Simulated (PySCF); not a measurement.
# Computed properties of C2H6BF2N, SMILES CNB(F)CF

C2H6BF2N, SMILES N(B(CF)F)C. Coordinates come from a TPSSh-D3(BJ)/def2-SVP optimisation. The structure was generated by enumeration, and PubChem lists no compound with its InChIKey, so it may never have been made. One conformer was computed; it need not be the lowest. All values are computed for the isolated molecule unless a solvent is named; none is compared with measurement here.

**Structure.** The optimised structure has Cs symmetry. All 30 harmonic modes at TPSSh-D3(BJ)/def2-SVP (PySCF) are real, so it is a minimum. With heavy atoms numbered as in [CH3:1][NH:2][B:3]([F:4])[CH2:5][F:6], the shortest bond between them is B3–F4 at 1.351 Å and the longest B3–C5 at 1.588 Å.

**Vibrations.** The strongest infrared lines (harmonic, unscaled, degenerate partners summed) lie at 1592 cm⁻¹ (273 km/mol, N 39 %, B 33 %, H 27 %), 1042 cm⁻¹ (89 km/mol, C 51 %, F 37 %), 3017 cm⁻¹ (78 km/mol, H 97 %). The softest mode is at 106 cm⁻¹ and the zero-point energy is 58.0 kcal/mol.

**Electronic structure.** HF/def2-TZVP (PySCF) places the frontier levels at -11.08 and 3.19 eV, a gap of 14.27 eV, and gives a dipole moment of 1.00 D and a mean polarisability of 43.2 bohr³. PBE/def2-TZVP (PySCF) at the same geometry gives -6.39 and 0.14 eV, so its gap is 7.74 eV narrower. An orbital gap is neither the optical nor the fundamental gap.

**Excitations.** TDDFT-PBE0/def2-SVPD (PySCF) has S1 at 6.96 eV (178 nm, f = 0.001, dark); the most intense of the 10 singlets computed lies at 8.10 eV (f = 0.35). T1 (TDA) is at 6.27 eV. TDDFT-PBE/def2-SVPD (PySCF) puts S1 at 6.25 eV. No vertical singlet excitation falls in the visible range (under 3.1 eV).

**NMR.** GIAO shifts at PBE0/pcSseg-1 (PySCF) (non-relativistic, atoms alike by connectivity averaged): ¹³C from 30.3 to 79.0 ppm against TMS; ¹H from 3.1 to 4.7 ppm against TMS; ¹⁹F from -304.0 to -139.6 ppm against CFCl3; ¹¹B at 19.2 ppm against BF3.
